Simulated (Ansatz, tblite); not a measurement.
Removing and adding an electron: the cluster Be₇O₇ (the lowest singlet isomer of a short search). Total charge 0; singlet. Geometry: PBE0-D4/def2-SVP. Ansatz, gas phase; energy differences of separate SCF runs; the oxidised species was run as a doublet alone; the reduced species was run as a doublet alone.

| atom | x (Å) | y (Å) | z (Å) |
| --- | --- | --- | --- |
| Be1 | -0.570 | 1.117 | -2.810 |
| Be2 | -0.444 | -1.923 | 2.362 |
| Be3 | 1.371 | 2.348 | -1.447 |
| Be4 | -2.079 | -0.956 | -2.059 |
| Be5 | 1.466 | -0.086 | 2.704 |
| Be6 | 2.277 | 1.813 | 1.009 |
| Be7 | -2.021 | -2.312 | 0.241 |
| O8 | 0.603 | -1.185 | 2.990 |
| O9 | 0.473 | 2.045 | -2.512 |
| O10 | -1.454 | -2.501 | 1.536 |
| O11 | 2.208 | 1.019 | 2.192 |
| O12 | -1.564 | 0.097 | -2.873 |
| O13 | -2.420 | -1.930 | -1.074 |
| O14 | 2.154 | 2.455 | -0.259 |

The xTB rows come from tblite. Another isomer (singlet) lies 0.20 eV lower at PBE0-D4/def2-TZVP; other spin states weren't run for this one.

```json
{"level": "GFN1-xTB", "−HOMO (eV)": "11.48", "vertical IE (eV)": "13.74", "−LUMO (eV)": "5.69", "vertical EA (eV)": "3.59", "HOMO–LUMO gap (eV)": "5.78", "IE − EA (eV)": "10.14", "remarks": "–"}
{"level": "PBE0-D4/def2-SVP", "−HOMO (eV)": "8.76", "vertical IE (eV)": "–", "−LUMO (eV)": "1.17", "vertical EA (eV)": "-0.01", "HOMO–LUMO gap (eV)": "7.59", "IE − EA (eV)": "–", "remarks": "HOMO above zero (-1 doublet)"}
{"level": "PBE0-D4/def2-TZVP", "−HOMO (eV)": "8.62", "vertical IE (eV)": "10.17", "−LUMO (eV)": "1.15", "vertical EA (eV)": "–", "HOMO–LUMO gap (eV)": "7.47", "IE − EA (eV)": "–", "remarks": "–"}
```

Problem. Estimate the rows for GFN2-xTB, PBE-D4/def2-SVP.

Solution. 
| level | −HOMO (eV) | vertical IE (eV) | −LUMO (eV) | vertical EA (eV) | HOMO–LUMO gap (eV) | IE − EA (eV) | remarks |
| --- | --- | --- | --- | --- | --- | --- | --- |
| GFN2-xTB | 11.85 | 14.19 | 4.98 | 2.74 | 6.87 | 11.45 | – |
| PBE-D4/def2-SVP | 7.18 | – | 1.87 | 0.21 | 5.31 | – | HOMO above zero (-1 doublet) |

Run but left out: PBE-D4/def2-TZVP (charge +1 doublet: an occupied level 0.17 eV above an empty one).   A HOMO above zero means that the electron is unbound at that level or that self-interaction error raises the level; the energy of removing that electron tells which. Raw xTB energy differences between charge states are shifted by several eV; the methods need an empirical correction for them. Sets without diffuse functions give affinities that are too small. A negative affinity means that the extra electron isn't bound; its size then hangs on the basis.
